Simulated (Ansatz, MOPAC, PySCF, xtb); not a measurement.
Complex: N2 (SMILES N#N) (first 2 atoms) with CH3F (SMILES CF); geometry from B3LYP-D3(BJ)/def2-TZVP, rigid monomers moved along the line of their centres of mass till N1···F4 is 2.83 Å.
(charge 0, multiplicity 1):
```xyz
7

N     -0.432     0.021    -0.045
N      0.500     0.053    -0.611
C     -0.410    -0.520     3.123
F      0.808    -0.493     2.450
H     -1.209    -0.335     2.405
H     -0.534    -1.501     3.583
H     -0.403     0.257     3.888
```

Counterpoise-corrected where a basis set is named; no monomer relaxation.

Cores are frozen in the correlated methods. Rows in 6-31G* carry no dispersion term and start afresh at each structure (6-31G* with six Cartesian d functions). The state reached by PM3, PM7 isn't checked; PM7 holds dispersion and hydrogen-bond terms.

The values were computed with Ansatz (Gaussian orbitals); MOPAC for PM3, PM7 (differences of heats of formation); PySCF for 6-31G* rows, the dispersion terms; xtb for the GFN methods. Values without a source in brackets are computed.

| level | interaction energy (kcal/mol) |
|---|---|
| PM3 | 1.47 |
| PM7 | -0.71 |
| GFN1-xTB | -0.56 |
| HF/6-31G* | 1.31 |
| HF/aug-cc-pVTZ | 1.41 |
| PBE-D3(BJ)/def2-TZVPPD | -0.41 |
| r2SCAN/def2-TZVPPD | … |
| SCS-MP2/aug-cc-pVTZ | -0.10 |
| CCSD(T)/aug-cc-pVDZ | -0.09 |

Task: Some entries are withheld; supply them.

Result: 
- r2SCAN/def2-TZVPPD, interaction energy (kcal/mol): -0.14

Ansatz is a program for electronic structure.
